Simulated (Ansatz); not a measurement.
Reaction (formal exchange of groups at a C–Si bond): `C[SiH]1BS1` + `F[SiH2]Cl` → `C[SiH](F)Cl` + `B1[SiH2]S1`

Isolated molecules relaxed with PBE0-D4/def2-TZVP in Ansatz; ΔE leaves out vibrations. CBS: MP2 limit from def2 TZ/QZ plus the TZ coupled-cluster correction, frozen cores. This one scheme is used for every species.

`C[SiH]1BS1`:

Z-matrix (Å, degrees):
```
C
Si 1 1.864
H 1 1.091 2 110.6
H 1 1.094 2 109.9 3 119.7
H 1 1.092 2 111.0 3 -120.9
B 2 1.931 1 125.6 3 -14.2
S 2 2.172 1 116.2 3 44.8
H 2 1.484 1 111.9 3 175.8
H 6 1.185 2 156.3 1 -82.1
```

`F[SiH2]Cl`:

Cartesian coordinates in Å:
```
F 0.598 0.426 -1.413
Si 0.111 -0.041 0.026
Cl -1.862 0.418 0.233
H 0.882 0.703 1.039
H 0.271 -1.505 0.116
```

`C[SiH](F)Cl`:

```xyz
8

C     0.673   -0.110   -0.748
Si   -0.590    0.193    0.561
F    -2.017   -0.292    0.043
Cl   -0.143   -0.887    2.240
H     0.422    0.449   -1.653
H     1.660    0.209   -0.405
H     0.720   -1.172   -0.996
H    -0.723    1.609    0.959
```

`B1[SiH2]S1`:

Cartesian coordinates in Å:
```
B 0.476 -0.767 0.739
Si -0.066 0.615 -0.499
S -1.242 -0.974 0.393
H 1.241 -1.355 1.425
H -0.483 1.975 -0.088
H 0.074 0.506 -1.970
```

```csv
species,CCSD/def2-SVP energy (Eh)
`C[SiH]1BS1`,-752.17888
`F[SiH2]Cl`,-849.26855
`C[SiH](F)Cl`,-888.44843
`B1[SiH2]S1`,-713.00446
```

Task: Work out ΔE.

Result: ΔE = (-888.44843) + (-713.00446) − (-752.17888) − (-849.26855) = -0.00546 Eh = -0.15 eV. CCSD(T)/CBS gives -0.12 eV.

Task: What do rigid-rotor, harmonic-oscillator terms from PBE0-D4/def2-TZVP frequencies (298.15 K, 1 bar) make of the CCSD(T)/CBS value? (An estimate is asked.)

Result: Ansatz gave: ΔZPE = -0.01 eV, ΔH = -0.13 eV, ΔS = -2 J/(mol·K), ΔG = -0.13 eV.

Largest T1 diagnostic among the species: 0.017.

Leaving LDA and LC-ωPBE aside and taking each functional with its dispersion term where it has one, the values, not all of them listed here, spread over 0.04 eV, from B97M-V to B2PLYP.
